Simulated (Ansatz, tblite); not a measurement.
Cost and result up the ladder for BH2(NCO) (CH₂BNO) (6 atoms). The state is a singlet with charge 0. Geometry: PBE-D4/def2-TZVP.

```xyz
6

B     0.273    0.212    1.037
H    -0.042    1.345    1.289
H     0.795   -0.502    1.847
N     0.023   -0.301   -0.252
C    -0.355   -0.323   -1.400
O    -0.694   -0.431   -2.521
```

Ansatz on 4 threads of Arm Neoverse V2 on a shared host; xTB runs through tblite on one thread. Times are rough, summed over both states, and most runs start from the orbitals of an earlier one. PBE0-D4/def2-TZVP serves as the yardstick here, not as an exact answer. The other state is a triplet.

The xTB rows come from tblite.

xTB has no spin-polarisation term.

| level | functions | vertical triplet (eV) | difference from PBE0-D4/def2-TZVP (eV) |
| --- | --- | --- | --- |
| GFN1-xTB | 20 | 4.16 | -0.07 |
| PBE0-D4/def2-TZVP (with forces) | 136 | 4.23 | 0.00 |
| GFN2-xTB | 18 | 3.98 | -0.25 |
| r2SCAN-D4/def2-TZVP | 136 | 3.96 | -0.27 |
| PBE-D4/def2-TZVP | 136 | 3.89 | -0.34 |

**Question.** Estimate how long each takes.

**Answer.** GFN2-xTB 0.004 s; GFN1-xTB 0.005 s; PBE-D4/def2-TZVP 1.6 s; PBE0-D4/def2-TZVP (with forces) 2.2 s; r2SCAN-D4/def2-TZVP 3.5 s. On shared hardware such times vary by a factor of up to 3.
